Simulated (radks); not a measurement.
Q: Coulomb parameter of the 5d shell of the rhenium ion Re2+ in the model configuration [Xe] 4f14 5d3 6p2, as a second difference U = [E(n + 0.5) + E(n - 0.5) - 2 E(n)] / (0.5)^2 with all orbitals relaxed. "Bare": the charge of the atom changes with n. "Screened": the 6p shell takes up the change at fixed total charge, which measures U(5d,5d) + U(6p,6p) - 2 U(5d,6p). Calculated with a radial shooting solver on a logarithmic mesh with Libxc functionals: scalar-relativistic Kohn-Sham, SCAN, spin-unpolarised, spherical densities, finite nucleus; meta-GGA in the generalised Kohn-Sham scheme; Fermi nuclear charge, rms radius 5.3698 fm. Estimate both.

A: U(bare) = 11.518 eV, U(screened by 6p) = 1.769 eV, against the Slater integral F0(5d,5d) = 14.881 eV with frozen orbitals.
